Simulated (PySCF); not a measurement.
H6OSiTi, SMILES [SiH3][O][TiH3], multiplicity 1. Atoms are numbered in the order given.

```xyz
9

Ti     0.0000     0.0000     1.4430
H      0.4187    -1.5558     1.9749
H      1.1380     1.1405     1.9749
H     -1.5568     0.4153     1.9749
O      0.0000     0.0000    -0.3039
Si     0.0000     0.0000    -1.9887
H      0.3516    -1.3639    -2.4659
H      1.0054     0.9865    -2.4659
H     -1.3570     0.3775    -2.4659
```

The structure is a stationary point at B3LYP-D3(BJ)/def2-SVP. A frequency run showed that this geometry is not a minimum. The spin state was assumed, not searched. The structure was generated by enumeration; whether it is a known compound was not checked.

Two levels are set side by side: PBE/pcSseg-1 (PySCF) and PBE0/pcSseg-1 (PySCF). GIAO shifts against H2O (¹⁷O), TMS (²⁹Si), TMS (¹H) at the same level; non-relativistic, no solvent, atoms listed together averaged. Differences are taken from unrounded values.

| quantity | PBE0 | PBE | PBE minus PBE0 |
|---|---|---|---|
| δ(¹H) of H2, H3, H4 (ppm) | 8.14 | 8.28 | 0.14 |
| δ(¹⁷O) of O5 (ppm) | 402.5 | 431.5 | 28.9 |
| δ(²⁹Si) of Si6 (ppm) | -23.3 | -22.3 | 1.0 |
| δ(¹H) of H7, H8, H9 (ppm) | 5.83 | 6.07 | 0.24 |

Rough cost on one machine, each run with all the roots and properties that it gave: PBE0 against PBE within a factor of 2.
